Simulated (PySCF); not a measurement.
From one molecule to another.

First species: C6H7N3.
InChI=1S/C6H7N3/c1-3-6-4-5(2)7-9-8-6/h3-4H,1H2,2H3

Second species: C4H2F4O.
InChI=1S/C4H2F4O/c5-3(9)1-2-4(6,7)8/h1-2H/b2-1-

Levels: B3LYP/def2-SVPD for dipole moment, HOMO energy, LUMO energy, HOMO–LUMO gap, static isotropic polarisability and electronic spatial extent ⟨r²⟩ about the centre of nuclear charge; TDDFT B3LYP/def2-SVPD for lowest singlet excitation; TDA B3LYP/def2-SVPD for lowest triplet excitation (Tamm–Dancoff); GFN2-xTB for rotational constant A and rotational constant C. Geometries: GFN2-xTB. All species are isolated and taken at one optimised geometry, non-relativistic unless stated. Electronic properties by PySCF.

Dipoles, sizes and rotational constants follow the conformer. The torsions of the flexible species, by atom-mapped SMILES:
- `[CH2:1]=[CH:2][c:3]1[cH:4][c:5]([CH3:6])[n:7][n:8][n:9]1`: C1–C2–C3–C4 180°
- `[O:1]=[C:2]([F:3])/[CH:4]=[CH:5]\[C:6]([F:7])([F:8])[F:9]`: O1–C2–C4–C5 0°, C4–C5–C6–F7 180°

Question: Which of the two has the higher dipole moment, and by how much?

Answer: The first: 5.04 D against 3.92 D, a difference of 1.12 D.

Question: Which has the higher static isotropic polarisability?

Answer: The first: 95.1 au against 54.4 au, a difference of 40.7 au.

Question: Which of the two has the higher S1 energy, and by how much?

Answer: The second: 4.59 eV against 3.10 eV, a difference of 1.49 eV.

Question: Which of the two has the higher T1 energy, and by how much?

Answer: The second: 3.70 eV against 2.47 eV, a difference of 1.23 eV.

Question: Which of the two has the higher LUMO energy, and by how much?

Answer: The first: -2.26 eV against -3.26 eV, a difference of 1.00 eV.

Question: Which of the two has the higher HOMO–LUMO gap, and by how much?

Answer: The second: 6.04 eV against 4.24 eV, a difference of 1.80 eV.

Question: Which has the higher ⟨r²⟩?

Answer: The first: 1240 bohr² against 1152 bohr², a difference of 88 bohr².

Question: Which has the higher HOMO energy?

Answer: The first: -6.50 eV against -9.30 eV, a difference of 2.80 eV.

On the first: In wavenumbers S1 is 25000 cm⁻¹ (1 eV = 8065.54 cm⁻¹). The principal polarisabilities are 55.3, 89.0 and 140.9 au; their mean is the isotropic value.

On the second: The polarisability is 8.06 Å³ as a volume (1 au = 0.148185 Å³), or 0.78 au for each of the 70 electrons. The principal polarisabilities are 39.4, 54.1 and 69.7 au; their mean is the isotropic value.
